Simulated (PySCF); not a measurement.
**Spin states and ions at one geometry of [La(H2O)4]3+**

PySCF 2.14.0, RKS PBE, La def2-SVP with ECP46, O def2-SVP, H def2-SVP; non-relativistic Hamiltonian with scalar-relativistic core potentials where named; density fitting; no spin-orbit coupling; singlets restricted, open shells unrestricted. The geometry is relaxed for charge +3, singlet, vacuum:

```xyz
13

La    0.0000    0.0000    0.0000
O     1.4419    1.3635    1.4251
H     1.3665    1.5323    2.3998
H     2.2564    1.8713    1.1726
O    -1.4420   -1.4251    1.3635
H    -2.2569   -1.1725    1.8709
H    -1.3660   -2.4000    1.5327
O     1.4419   -1.3635   -1.4251
H     2.2564   -1.8713   -1.1726
H     1.3665   -1.5323   -2.3998
O    -1.4420    1.4251   -1.3635
H    -1.3660    2.4000   -1.5327
H    -2.2569    1.1725   -1.8709
```

Energies count from the relaxed state; an electron taken off or put on is at rest in vacuum. Charges and spins are Mulliken's.

| state | energy (eV) | spin squared | charge on La1 (e) | spin on La1 (e) | dipole about the centre of mass (D) |
| --- | --- | --- | --- | --- | --- |
| charge +3, singlet, vacuum | 0.00 | 0.00 | 1.68 | 0.00 | 0.00 |
| charge +3, triplet, vacuum | 6.64 | 2.00 | 1.12 | 0.98 | 2.67 |
| charge +2, doublet, vacuum | -12.78 | 0.75 | 0.97 | 0.99 | 0.00 |

Q: What does the state charge +4, doublet, vacuum give?

A: energy (eV) 25.18, spin squared 0.75, charge on La1 (e) 1.80, spin on La1 (e) -0.02, dipole about the centre of mass (D) 4.35.

With an electron taken off (doublet) the charges change, summed by element, by La +0.13 e, O +0.53 e, H +0.35 e. The vertical ionisation energy is 25.18 eV, against −ε(HOMO) = 21.69 eV of the relaxed state. The level lies 3.5 eV too high, as is usual for semilocal functionals and global hybrids, which keep a self-interaction error.

With an electron put on (doublet) the charges change, summed by element, by La -0.71 e, O +0.04 e, H -0.34 e. The vertical electron affinity is 12.78 eV, against −ε(LUMO) = 15.83 eV of the relaxed state.

Open shells may have lower solutions than those found. Hard to converge, so the more doubtful: charge +3, triplet, vacuum; charge +4, doublet, vacuum.

A frequency check found unstable modes (1, the lowest at -17 cm⁻¹), so the relaxed geometry is a saddle point, or these are noise.
